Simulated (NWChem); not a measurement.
CH$_{3}$FGe, singlet; SMILES [Ge]([CH3])[F]

Results from NWChem. Low-valent species are run as closed-shell singlets; no triplet was tried in these runs. Geometry: optimised at PBE0/def2-SVP. Vertical excitations in the gas phase; the lowest state need not have the same character in each row.

### Question
Order these by “lowest excitation, singlet (eV)”, lowest first: PBE/def2-SVPD, full TDDFT; PBE0/def2-SVPD, full TDDFT; B3LYP/def2-SVPD, full TDDFT.

### Answer
PBE/def2-SVPD, full TDDFT (3.02), B3LYP/def2-SVPD, full TDDFT (3.11), PBE0/def2-SVPD, full TDDFT (3.17)
